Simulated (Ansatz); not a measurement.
A structure relaxed at PBE0-D4/def2-TZVP, charge 0, multiplicity 1:

```json
{"atom": "O1", "x (Å)": "-0.806", "y (Å)": "0.268", "z (Å)": "0.983"}
{"atom": "Al2", "x (Å)": "0.147", "y (Å)": "0.173", "z (Å)": "-0.392"}
{"atom": "F3", "x (Å)": "0.080", "y (Å)": "1.400", "z (Å)": "-1.469"}
{"atom": "Cl4", "x (Å)": "1.403", "y (Å)": "-1.434", "z (Å)": "-0.781"}
{"atom": "H5", "x (Å)": "-0.824", "y (Å)": "-0.407", "z (Å)": "1.659"}
```

(1) Give its formula and SMILES.

(2) Point group (tolerance 0.08 Å, 0.16 Å for H)?

(3) Summarise the bond lengths by kind.

Results:

(1) AlClFHO, `[OH][Al]([F])[Cl]`.

(2) Cs.

(3) 1 × Al–O 1.675 Å; 1 × H–O 0.956 Å; 1 × Al–F 1.634 Å; 1 × Al–Cl 2.076 Å.

Computed with Ansatz.
